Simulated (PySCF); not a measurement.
Molfile (atoms numbered from 1):
```
C6H5F5
     RDKit          3D

 16 15  0  0  0  0  0  0  0  0999 V2000
    2.7405    0.5346   -0.9294 C   0  0  0  0  0  0  0  0  0  0  0  0
    1.5486    0.0731   -0.5251 C   0  0  0  0  0  0  0  0  0  0  0  0
    0.9264    0.5185    0.7107 C   0  0  0  0  0  0  0  0  0  0  0  0
   -0.2639    0.1567    1.2189 C   0  0  0  0  0  0  0  0  0  0  0  0
   -1.2377   -0.7971    0.6055 C   0  0  0  0  0  0  0  0  0  0  0  0
   -2.0531   -1.2899    1.5618 F   0  0  0  0  0  0  0  0  0  0  0  0
   -0.6342   -1.8438    0.0000 F   0  0  0  0  0  0  0  0  0  0  0  0
   -2.1540   -0.1471   -0.4540 C   0  0  0  0  0  0  0  0  0  0  0  0
   -1.4352    0.2744   -1.4906 F   0  0  0  0  0  0  0  0  0  0  0  0
   -3.0544   -1.0142   -0.8912 F   0  0  0  0  0  0  0  0  0  0  0  0
   -2.7867    0.8945    0.0743 F   0  0  0  0  0  0  0  0  0  0  0  0
    3.1935    0.1986   -1.8648 H   0  0  0  0  0  0  0  0  0  0  0  0
    3.2999    1.2658   -0.3372 H   0  0  0  0  0  0  0  0  0  0  0  0
    1.0136   -0.6547   -1.1383 H   0  0  0  0  0  0  0  0  0  0  0  0
    1.5056    1.2435    1.2938 H   0  0  0  0  0  0  0  0  0  0  0  0
   -0.6175    0.5984    2.1531 H   0  0  0  0  0  0  0  0  0  0  0  0
  1  2  2  0
  2  3  1  0
  3  4  2  0
  4  5  1  0
  5  6  1  0
  5  7  1  0
  5  8  1  0
  8  9  1  0
  8 10  1  0
  8 11  1  0
  1 12  1  0
  1 13  1  0
  2 14  1  0
  3 15  1  0
  4 16  1  0
M  END
```

Single conformer, gas phase, relativity neglected, rapidly exchanging positions averaged. PBE0-D3(BJ)/def2-SVP geometry; shielding tensors at PBE0/pcSseg-1 (GIAO); PySCF.

Scale: ¹³C (σref 184.41) against TMS (reference shieldings calculated alike).

Problem. Do the ¹³C shifts follow the atomic charges (in e)? Tabulate both.

Solution. 
```
atoms  hybridisation  δ (ppm)  σ para (ppm)  Hirshfeld    IAO  Mulliken  ESP-fitted
   C3            sp2    149.5          -220      -0.03  -0.10     -0.09       -0.18
   C2            sp2    140.9          -212      -0.05  -0.14     -0.17       +0.04
   C1            sp2    134.9          -204      -0.07  -0.28     -0.14       -0.47
   C4            sp2    125.6          -199      -0.09  -0.22     -0.19       -0.22
   C8            sp3    125.2          -186      +0.24  +0.79     +0.82       +0.40
   C5            sp3    116.7          -174      +0.16  +0.52     +0.45       +0.33
```

Correlation coefficients of δ with charge over these carbons: Hirshfeld -0.57, IAO -0.60, Mulliken -0.59, ESP-fitted -0.53; with the paramagnetic shielding -0.96. Among the 4 sp2 carbons alone: Hirshfeld +0.98, IAO +0.75, Mulliken +0.84, ESP-fitted +0.31. With so few points, grouped by hybridisation, these coefficients are fragile. Charge is one influence among several: hybridisation and low-lying excitations act through the paramagnetic term.

Shifts are as computed. Against solution values, carbons near 30 ppm lie about +2 ppm off and those near 130 ppm about +5 ppm. Of 1211 compounds with measured shifts, 218 miss one by over three times the rms of a fit or turn the order of signals round; such compounds aren't used in these exercises.
